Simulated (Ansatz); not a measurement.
Geometry optimisation, Ansatz, RHF/STO-3G.

Input:

```yaml
crystal:
  periodic: [false, false, false]
  atoms:
    - { symbol: Al, position_ang: [0.0, 0.0, 0.0] }
    - { symbol: Cl, position_ang: [0.0, 0.0, 2.23] }
    - { symbol: O, position_ang: [1.5415, 0.0, -0.89] }
    - { symbol: Si, position_ang: [2.3874, -1.376, -1.352] }
    - { symbol: H, position_ang: [1.4599, -2.3514, -1.9176] }
    - { symbol: H, position_ang: [3.3882, -1.0195, -2.3535] }
    - { symbol: H, position_ang: [3.0504, -1.9546, -0.187] }
    - { symbol: F, position_ang: [-1.4635, 0.0, -0.845] }
basis:
  gaussian: { orbitals: STO-3G }
hamiltonian:
  xc: hf
relax:
  f_tol: 0.02
  max_steps: 40
```

Run as:

```bash
$ ansatz run input.yaml --threads 1 --pin off --max-ram 2048MiB --backend cpu --events-out ev --progress --plain --runs-dir out
```

Problem. Where does it end, and by what steps?

Solution. It converged. Limits of this set-up: minimal basis. After 27 steps the energy has fallen by 1.004 eV; F8 moved furthest, 1.23 Å.

```
step  energy less start (eV)  largest force component (eV/Å)  accepted
   0                  0.0000                           3.162       yes
   1                 -0.7268                           2.013       yes
   2                 -0.8229                           0.994       yes
   3                 -0.8543                           0.615       yes
   4                 -0.8728                           0.820       yes
   5                 -0.9044                           0.394       yes
   6                 -0.9367                           0.359       yes
   7                 -0.9362                           0.828        no
   8                 -0.9507                           0.429       yes
   9                 -0.9606                           0.369       yes
  10                 -0.9670                           0.308       yes
  11                 -0.9734                           0.588       yes
  12                 -0.9786                           0.506       yes
  13                 -0.9931                           0.142       yes
  14                 -0.9957                           0.042       yes
  15                 -0.9963                           0.171       yes
  16                 -0.9980                           0.111       yes
  17                 -0.9998                           0.080       yes
  18                 -1.0007                           0.112       yes
  19                 -1.0006                           0.096        no
  20                 -1.0019                           0.035       yes
  21                 -1.0024                           0.062       yes
  22                 -1.0031                           0.047       yes
  23                 -1.0034                           0.059       yes
  24                 -1.0036                           0.055       yes
  25                 -1.0037                           0.023       yes
  26                 -1.0034                           0.074        no
  27                 -1.0038                           0.012       yes
```

```xyz
8
Properties=species:S:1:pos:R:3
Al -0.068 -0.006 -0.122
Cl -0.175 -1.018 1.678
O 1.101 -0.357 -1.181
Si 2.381 -1.383 -1.286
H 1.944 -2.739 -1.226
H 3.041 -1.162 -2.528
H 3.300 -1.152 -0.222
F -1.160 1.117 -0.429
```

Whether the end is a true minimum wasn't checked by a vibrational analysis.

The run took 52 s on 1 thread of Arm Neoverse V1, with other jobs on the host, peak memory 0.15 GiB.
